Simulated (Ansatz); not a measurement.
One change: `NC1(N)O[SiH2]1` becomes `NC1(F)O[SiH2]1`.

Ansatz, PBE0-D4/def2-TZVP geometries, multiplicity 1. Each molecule was computed in one conformer, which needn't be the lowest.

| property | `NC1(N)O[SiH2]1` |
| --- | --- |
| HOMO energy (ωB97M-V/def2-TZVPP) / eV | -8.67 |
| HOMO–LUMO gap (PBE0/def2-TZVPP) / eV | 5.94 |
| HOMO energy (PBE/def2-TZVPP) / eV | -5.16 |
| LUMO energy (PBE/def2-TZVPP) / eV | -1.32 |
| size of the dipole moment (ωB97M-V/def2-TZVPP) / D | 1.14 |
| size of the dipole moment (B3LYP/def2-TZVPP) / D | 1.13 |

Question: Give the same properties after the change, and the shifts. (An estimate is asked.)

Answer: The calculation gave: 
```csv
property,`NC1(F)O[SiH2]1`,shift
HOMO energy (ωB97M-V/def2-TZVPP) / eV,-9.71,-1.04
HOMO–LUMO gap (PBE0/def2-TZVPP) / eV,6.60,0.66
HOMO energy (PBE/def2-TZVPP) / eV,-6.11,-0.95
LUMO energy (PBE/def2-TZVPP) / eV,-1.68,-0.36
size of the dipole moment (ωB97M-V/def2-TZVPP) / D,2.05,0.91
size of the dipole moment (B3LYP/def2-TZVPP) / D,2.02,0.89
```

With PBE0 the HOMO falls by 1.02 eV and the LUMO falls by 0.36 eV, so the gap widens by about 0.66 eV. PBE moves the HOMO by -0.95 eV and ωB97M-V by -1.04 eV. Dipoles are sizes alone; their direction can turn.

B3LYP here is the variant with VWN-RPA as its local correlation; programs differ in this.
